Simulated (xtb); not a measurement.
C$_{4}$H$_{12}$Ge, charge -1, doublet, from a rough starting geometry (a state made from the parent by changing its charge; the spin is typed, not shown lowest); GFN2-xTB in xtb.

xtb was given this input:
```
$ xtb mol.xyz --gfn 2 --chrg -1 --uhf 1 --opt vtight --json

# file mol.xyz
17

C     -0.26784032    -1.10120063    -1.70766363
Ge    -0.01849335    -0.03053258    -0.02180470
C     -0.06703401     1.99949791    -0.45697032
C     -1.49056605    -0.45966140     1.28615090
C      1.77562440    -0.40554154     0.84835364
H     -1.22725215    -0.88094024    -2.11075566
H     -0.16069787    -2.13359775    -1.38336129
H      0.55450196    -0.86155172    -2.36924348
H      0.32169174     2.53715426     0.36661983
H     -1.07762500     2.25338665    -0.65523209
H      0.51874963     2.16093236    -1.24151924
H     -2.43251957    -0.23528822     0.82456720
H     -1.48479872    -1.50459385     1.53123191
H     -1.36661175     0.11234441     2.19218664
H      1.81763293    -1.51523388     1.03460052
H      2.55004408    -0.17024848     0.17734223
H      1.87870506     0.11382583     1.69198296
```

Output, abridged:

```
   ID    Z sym.   atoms
    1    6 C      1, 3-5
    2   32 Ge     2
    3    1 H      6-17

           -------------------------------------------------
          |                Calculation Setup                |
           -------------------------------------------------

           -------------------------------------------------
          |                 G F N 2 - x T B                 |
           -------------------------------------------------

          ...................................................
          :                      SETUP                      :
          :.................................................:
          :  # basis functions                  38          :
          :  # atomic orbitals                  37          :
          :  # shells                           23          :
          :  # electrons                        33          :
          :  max. iterations                   250          :
          :  Hamiltonian                  GFN2-xTB          :
          :  restarted?                      false          :
          :  GBSA solvation                  false          :
          :  PC potential                    false          :
          :  electronic temp.          300.0000000     K    :
          :  accuracy                    1.0000000          :
          :  -> integral cutoff          0.2500000E+02      :
          :  -> integral neglect         0.1000000E-07      :
          :  -> SCF convergence          0.1000000E-05 Eh   :
          :  -> wf. convergence          0.1000000E-03 e    :
          :  Broyden damping             0.4000000          :
          :  net charge                         -1          :
          :  unpaired electrons                  1          :
          ...................................................

 iter      E             dE          RMSdq      gap      omega  full diag
   1    -16.6443993 -0.166444E+02  0.361E+00    0.83       0.0  T
   2    -16.5911053  0.532939E-01  0.331E+00    2.72       1.0  T
   3    -16.8459496 -0.254844E+00  0.125E+00    1.66       1.0  T
   4    -16.8367358  0.921384E-02  0.101E+00    2.14       1.0  T
   5    -16.8512708 -0.145350E-01  0.356E-01    2.01       1.0  T
   6    -16.8531194 -0.184856E-02  0.877E-02    1.95       1.0  T
   7    -16.8531495 -0.301047E-04  0.274E-02    1.94       1.0  T
   8    -16.8531504 -0.936533E-06  0.779E-03    1.94       3.1  T
   9    -16.8531505 -0.796035E-07  0.283E-03    1.94       8.6  T
  10    -16.8531505 -0.426332E-07  0.821E-04    1.94      29.5  T
  11    -16.8531505 -0.167823E-09  0.259E-04    1.94      93.8  T

   *** convergence criteria satisfied after 11 iterations ***

         :::::::::::::::::::::::::::::::::::::::::::::::::::::
         ::                     SUMMARY                     ::
         :::::::::::::::::::::::::::::::::::::::::::::::::::::
         :: total energy             -16.575164586486 Eh    ::
         :: gradient norm              0.189536842510 Eh/a0 ::
         :: HOMO-LUMO gap              1.942337794471 eV    ::
         ::.................................................::
         :: SCC energy               -16.853083895847 Eh    ::
         :: -> isotropic ES            0.109192682200 Eh    ::
         :: -> anisotropic ES          0.018970486495 Eh    ::
         :: -> anisotropic XC          0.008257266335 Eh    ::
         :: -> dispersion             -0.011387939539 Eh    ::
         :: repulsion energy           0.277919309361 Eh    ::
         :: add. restraining           0.000000000000 Eh    ::
         :: total charge              -1.000000000000 e     ::
         :::::::::::::::::::::::::::::::::::::::::::::::::::::

      -----------------------------------------------------------
     |                   =====================                   |
     |                        A N C O P T                        |
     |                   =====================                   |
[...]
 * total energy  :   -16.7012262 Eh     change       -0.3338559E-05 Eh
 * total energy  :   -16.7012265 Eh     change       -0.2997576E-06 Eh
 * total energy  :   -16.7012285 Eh     change       -0.2006098E-05 Eh
 * total energy  :   -16.7012288 Eh     change       -0.3288265E-06 Eh
 * total energy  :   -16.7012291 Eh     change       -0.2479815E-06 Eh
 * total energy  :   -16.7012293 Eh     change       -0.1663261E-06 Eh
 * total energy  :   -16.7012294 Eh     change       -0.1520424E-06 Eh
 * total energy  :   -16.7012296 Eh     change       -0.1715829E-06 Eh
 * total energy  :   -16.7012298 Eh     change       -0.1782534E-06 Eh
 * total energy  :   -16.7012299 Eh     change       -0.1366143E-06 Eh
 * total energy  :   -16.7012300 Eh     change       -0.1081904E-06 Eh
 * total energy  :   -16.7012301 Eh     change       -0.9921500E-07 Eh
   *** GEOMETRY OPTIMIZATION CONVERGED AFTER 43 ITERATIONS ***
         :: total energy             -16.701230109184 Eh    ::
[...]
       ...                                ...                  ...
        37                          1.4174725              38.5714
      -------------------------------------------------------------
                  HL-Gap            0.1828581 Eh            4.9758 eV
             Fermi-level           -0.0623898 Eh           -1.6977 eV

     #   Z          covCN         q      C6AA      α(0)
     1   6 C        3.467    -0.174    26.408     7.719
     2  32 Ge       3.122     0.084   209.515    27.829
     3   6 C        3.468    -0.174    26.384     7.712
     4   6 C        3.642    -0.150    23.796     7.014
     5   6 C        3.642    -0.150    23.797     7.014
     6   1 H        0.925    -0.041     3.883     3.082
     7   1 H        0.925    -0.035     3.742     3.025
     8   1 H        0.925    -0.041     3.879     3.080
     9   1 H        0.925    -0.035     3.741     3.024
    10   1 H        0.925    -0.041     3.879     3.080
    11   1 H        0.925    -0.041     3.882     3.081
    12   1 H        0.924    -0.041     3.884     3.082
    13   1 H        0.925    -0.030     3.626     2.978
    14   1 H        0.925    -0.030     3.631     2.980
    15   1 H        0.925    -0.030     3.631     2.980
    16   1 H        0.924    -0.041     3.884     3.082
    17   1 H        0.925    -0.030     3.626     2.978

 Mol. C6AA /au·bohr⁶  :       3308.152025
 Mol. C8AA /au·bohr⁸  :     105936.743645
 Mol. α(0) /au        :         93.738585

Wiberg/Mayer (AO) data.
largest (>0.10) Wiberg bond orders for each atom

 ---------------------------------------------------------------------------
     #   Z sym  total        # sym  WBO       # sym  WBO       # sym  WBO
 ---------------------------------------------------------------------------
     1   6 C    3.810 --     6 H    0.991     8 H    0.991     7 H    0.991
                             2 Ge   0.667
     2  32 Ge   3.087 --     4 C    0.851     5 C    0.851     3 C    0.667
                             1 C    0.667
     3   6 C    3.811 --    11 H    0.991    10 H    0.991     9 H    0.991
                             2 Ge   0.667
     4   6 C    3.920 --    12 H    0.990    14 H    0.990    13 H    0.990
                             2 Ge   0.851
     5   6 C    3.920 --    16 H    0.990    15 H    0.990    17 H    0.990
                             2 Ge   0.851
     6   1 H    0.998 --     1 C    0.991
     7   1 H    0.999 --     1 C    0.991
     8   1 H    0.998 --     1 C    0.991
     9   1 H    0.999 --     3 C    0.991
    10   1 H    0.998 --     3 C    0.991
    11   1 H    0.998 --     3 C    0.991
    12   1 H    0.998 --     4 C    0.990
    13   1 H    0.999 --     4 C    0.990
    14   1 H    0.999 --     4 C    0.990
    15   1 H    0.999 --     5 C    0.990
    16   1 H    0.998 --     5 C    0.990
    17   1 H    0.999 --     5 C    0.990
 ---------------------------------------------------------------------------

Topologies differ in total number of bonds
Writing topology from bond orders to xtbtopo.mol

molecular dipole:
                 x           y           z       tot (Debye)
 q only:        0.032      -0.020       0.085
   full:        0.138      -0.307       0.815       2.242
molecular quadrupole (traceless):
                xx          xy          yy          xz          yz          zz
 q only:        2.207      -0.687      -6.231       0.263      -4.710       4.024
  q+dip:        2.161      -0.373      -3.915      -0.087      -2.613       1.754
   full:        2.841      -0.359      -4.180      -0.248      -2.536       1.339

optimized geometry written to: xtbopt.xyz

           -------------------------------------------------
          | TOTAL ENERGY              -16.701230109184 Eh   |
          | GRADIENT NORM               0.000063047443 Eh/α |
          | HOMO-LUMO GAP               4.975821943828 eV   |
           -------------------------------------------------

normal termination of xtb
```
